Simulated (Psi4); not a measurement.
CH4Al (SMILES [CH3][AlH]), doublet, geometry from GFN2-xTB (such geometries of metal compounds can be far from the true shape) (the spin is typed, not shown lowest). Base run: CCSD/pcseg-1 (Psi4).

Here is a job for Psi4.
```
memory 2 GB

molecule mol {
0 2
  Al   -0.259385   -0.752144   -0.120187
  C     0.484462    1.072272    0.270955
  H     0.304380    1.375605    1.309859
  H     0.056694    1.857486   -0.362958
  H     1.571076    1.104601    0.120620
  H    -1.466912   -0.993453   -1.130813
}

set basis pcseg-1
set reference uhf

energy('ccsd')
print_variables()
```

Each row names what was changed in the base input (with any setting that the change needs).

```
change                          ΔE vs base (kcal/mol)  MP2 correlation (Eh)  CC correlation without the perturbative part (Eh)  basis functions  core-seconds (rough)
------------------------------  ---------------------  --------------------  -------------------------------------------------  ---------------  --------------------
base                                            0.000              -0.20425                                           -0.23195               52                    20
puream = on                                     0.000              -0.20425                                           -0.23195               52                    10
method = omp2                                   16.43              -0.20406                                                  -               52                     5
method = scs-mp2                                13.60              -0.20425                                                  -               52                     3
scf_type = pk; mp2_type = conv                  0.000              -0.20425                                           -0.23195               52                    20
puream = off                                    -6.35              -0.20949                                           -0.23718               54                    20
freeze_core = on                                 6.10              -0.19426                                           -0.22222               52                     6
method = lccd                                   -2.65              -0.20425                                                  -               52                     6
method = mp3                                     3.30              -0.20406                                                  -               52                     3
cc_type = df                                   -0.059              -0.20406                                           -0.23203               52                    10
```

Open shells are given as the SCF converged; they aren't shown to be the lowest states, and a large step between rows can be another state.
